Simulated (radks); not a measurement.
The numbers below are computed, except where a source is named.
Problem. Radial electron density D(r) = 4 pi r^2 rho(r) of an atom or ion with 21 electrons. Code: a radial shooting solver on a logarithmic mesh with Libxc functionals. Model: scalar-relativistic Kohn-Sham, PBEsol, spin-polarised, spherical densities, finite nucleus; Fermi nuclear charge, rms radius of each element as measured or else 0.836 A^(1/3) + 0.57 fm.

| r (bohr) | D(r) (e/bohr) | spin D(r) |
|---|---|---|
| 0.004511 | 1.596 | 0.000783 |
| 0.005969 | 2.602 | 0.00127 |
| 0.007834 | 4.101 | 0.00200 |
| 0.01028 | 6.300 | 0.00304 |
| 0.0135 | 9.360 | 0.00446 |
| 0.01772 | 13.31 | 0.00619 |
| 0.02326 | 17.89 | 0.00794 |
| 0.03077 | 22.47 | 0.00907 |
| 0.04039 | 25.51 | 0.00842 |
| 0.05301 | 25.93 | 0.00507 |
| 0.06958 | 23.56 | -0.000655 |
| 0.09134 | 20.38 | -0.00519 |
| 0.1199 | 19.80 | -0.00108 |
| 0.1574 | 23.37 | 0.0202 |
| 0.2082 | 27.67 | 0.0655 |
| 0.2733 | 26.07 | 0.143 |
| 0.3587 | 17.70 | 0.293 |
| 0.4708 | 9.661 | 0.575 |
| 0.618 | 8.210 | 0.964 |
| 0.8112 | 10.14 | 1.25 |
| 1.073 | 9.054 | 1.23 |
| 1.409 | 5.170 | 1.04 |
| 1.849 | 2.150 | 0.874 |
| 2.427 | 0.9587 | 0.738 |
| 3.186 | 0.5192 | 0.500 |
| 4.182 | 0.2100 | 0.209 |
| 5.533 | 0.04406 | 0.0441 |
| 7.263 | 0.004313 | 0.00431 |
| 9.533 | 0.0001451 | 0.000145 |

What is the nuclear charge?

Solution. Z = 22. The innermost maximum, from 1s, lies near gamma/Z bohr with gamma = sqrt(1 - (Z/c)^2) = 0.987, here 0.0449 bohr (found: 0.0482), and its height grows with Z. The density is that of the titanium ion Ti+ in [Ar] 3d2 4s1; the configuration itself is not fixed sharply by these data, and Z only to about a unit. D(r) has 3 maxima, at r = 0.0482, 0.226, 0.872 bohr, and minima at 0.109, 0.571 bohr, inside which lie 2.13, 10.45 electrons.
